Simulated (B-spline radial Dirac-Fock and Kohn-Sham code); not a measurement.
Ionisation of each subshell: Sb²³⁺

System: the Sb²³⁺ ion in the configuration [Ar] 3d10; nuclear rms radius 4.6802 fm (A = 121).

The computed values come from a radial finite-basis atomic code: Dirac-Fock energy differences between relaxed states, corrected for Breit and QED terms. No correlation. Energies are counted from the vacuum level.

All terms are in eV, carry their sign (relaxation lowers the binding energy) and add up to the binding energy; ⟨r⟩ is the mean radius of the orbital in the initial state.

| subshell | −ε (Koopmans) | relaxation | Gaunt | retardation | self-energy | vacuum polarisation | binding energy | ⟨r⟩ (bohr) |
| --- | --- | --- | --- | --- | --- | --- | --- | --- |
| K (1s) | 31387.6 | -47.19 | -73.61 | 5.84 | -39.87 | 5.35 | 31238.1 | 0.028 |
| L1 (2s) | 5460.0 | -18.60 | -6.94 | 0.41 | -4.95 | 0.61 | 5430.6 | 0.122 |
| L2 (2p1/2) | 5143.7 | -21.68 | -12.32 | 1.39 | 0.32 | -0.01 | 5111.4 | 0.103 |
| L3 (2p3/2) | 4889.8 | -20.58 | -8.88 | 1.64 | -0.15 | -0.03 | 4861.8 | 0.109 |
| M1 (3s) | 1632.6 | -2.79 | -1.22 | 0.07 | -1.05 | 0.13 | 1627.8 | 0.324 |
| M2 (3p1/2) | 1502.8 | -3.17 | -2.16 | 0.24 | 0.05 | 0.00 | 1497.7 | 0.314 |
| M3 (3p3/2) | 1452.9 | -2.90 | -1.49 | 0.30 | -0.04 | -0.01 | 1448.7 | 0.324 |
| M4 (3d3/2) | 1229.2 | -3.96 | -0.84 | 0.08 | 0.07 | -0.01 | 1224.5 | 0.294 |
| M5 (3d5/2) | 1218.8 | -3.83 | -0.54 | 0.09 | 0.04 | -0.01 | 1214.5 | 0.297 |

For the deepest level, K (1s), the Breit terms make up -0.217 % of the binding energy, QED -0.111 % and orbital relaxation -0.151 %.

Spin-orbit splittings: 2p 249.6 eV, 3p 48.96 eV, 3d 9.97 eV.

Going to the tabulated ground configuration of the next ion removes an electron from M5 (3d5/2), computed at 1214.5 eV. NIST lists 1214 ± 4 eV as the ionisation energy of this species (theoretical), -0.53 eV from the computed value, within the stated uncertainty.
